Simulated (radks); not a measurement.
Valence configurations of Pm+ (all share [Xe]). Method: scalar-relativistic Kohn-Sham, BLYP, spin-polarised, spherical densities, finite nucleus; open shells are filled with parallel spins first (spin-orbit coupling, left out, can overturn this in heavy ions); Fermi nuclear charge, rms radius 4.962 fm; computed with a radial shooting solver on a logarithmic mesh with Libxc functionals. Energies are relative to 4f5 6s1; eigenvalues in eV for spin up.

valence,E (eV),moment (Bohr magnetons),e(4f),e(5d),e(6p),e(6s)
4f5 6s1,0.000,6,-8.953,-,-,-8.612
4f5.5 6s0.5,0.423,6,-5.857,-,-,-7.853
4f4.5 5d0.5 6s1,1.225,6,-11.588,-8.178,-,-8.945
4f4.5 6s1.5,1.238,5,-12.663,-,-,-9.209
4f5 5d1,1.267,6,-7.218,-6.354,-,-
4f5 6s0.5 6p0.5,1.588,6,-9.535,-,-5.756,-8.939
4f6,1.850,6,-3.571,-,-,-
4f5 6p1,3.182,6,-10.104,-,-6.049,-
4f4 5d1 6s1,3.490,6,-14.467,-8.868,-,-9.248
4f4 6s2,4.018,4,-16.799,-,-,-9.794

NIST lists [Xe] 4f5 6s1 as the ground configuration; this level of theory agrees among the configurations tried. The energies are those of spherical high-spin densities, not of single terms.
